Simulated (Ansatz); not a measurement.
Gas-phase electronic energies from Ansatz, PBE0-D4/def2-TZVP geometries. CBS: MP2 limit from def2 TZ/QZ plus the TZ coupled-cluster correction, frozen cores. DFT in def2-TZVPP. B3LYP here is the variant with VWN-RPA as its local correlation; programs differ in this. Each species was taken in one conformer, which may not be the lowest.

`C[NH][AlH][O][SiH3]` + `O[SiH2]CCl` → `O[SiH]([SiH3])CCl` + `C[NH][AlH][OH]`  (formal exchange of groups at the Si–O bond)

Problem. Is it downhill or uphill in electronic energy at CCSD(T)/CBS, and by how much? (An estimate is asked.)

Solution. The calculation gave: Uphill: ΔE = +117.8 kJ/mol.

Problem. What do these levels give: PBE0-D4, B3LYP-D4, B2PLYP, r2SCAN, B3LYP, HF/def2-TZVPP, CCSD/def2-TZVPP, CCSD(T)/def2-TZVPP, MP2/def2-QZVPP, HF/CBS(def2), MP2/CBS(def2), CCSD/CBS(def2)? (An estimate is asked.)

Solution. Computed: PBE0-D4 100.6, B3LYP-D4 117.4, B2PLYP 123.4, r2SCAN 112.0, B3LYP 119.3, HF/def2-TZVPP 150.0, CCSD/def2-TZVPP 123.3, CCSD(T)/def2-TZVPP 118.8, MP2/def2-QZVPP 125.8, HF/CBS(def2) 152.8, MP2/CBS(def2) 124.4, CCSD/CBS(def2) 122.2 kJ/mol.

Largest T1 diagnostic among the species: 0.011.

From PBE to PBE0 (25 % exact exchange), in def2-TZVPP and without D4, ΔE moves by +10.4 kJ/mol. In def2-TZVPP, CCSD(T) changes the Hartree–Fock value by −31.1 kJ/mol (the triples alone add −4.4 kJ/mol) and MP2 by −24.5 kJ/mol.
